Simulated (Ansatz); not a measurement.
Isolated molecules relaxed with PBE0-D4/def2-TZVP in Ansatz; ΔE leaves out vibrations. CCSD(T)/CBS is the MP2 limit (def2-TZVPP, def2-QZVPP) plus CCSD(T) − MP2 in def2-TZVPP, frozen cores. This one scheme is used for every species. DFT in def2-TZVPP. For Ga outer-core shells are correlated without core-valence functions, which leaves a few kJ/mol of doubt a bond. Scalar relativity is left out up to krypton. One conformer a species, not always the lowest.

Reaction (ligand exchange at a Ga–C bond): `C[CH2][GaH][Cl]` + `BS` → `B[S][GaH][Cl]` + ethane

```
             level  ΔE (eV)
            PBE-D4    -0.98
         r2SCAN-D4    -1.02
        r2SCANh-D4    -1.03
RPA@PBE/def2-TZVPP    -0.94
```

Task: What does CCSD(T)/CBS give? (Estimate.)

Result: Ansatz gave: -0.98 eV. The listed levels differ from it by 0.00, -0.04, -0.05, 0.04 eV.

Largest T1 diagnostic among the species: 0.015.

In def2-TZVPP, CCSD(T) changes the Hartree–Fock value by +0.11 eV (the triples alone add −0.00 eV) and MP2 by +0.07 eV. Leaving LDA and LC-ωPBE aside and taking each functional with its dispersion term where it has one, the values, not all of them listed here, spread over 0.08 eV, from BHLYP-D4 to CAM-B3LYP-D4. LDA lies +0.04 eV from PBE without D4.
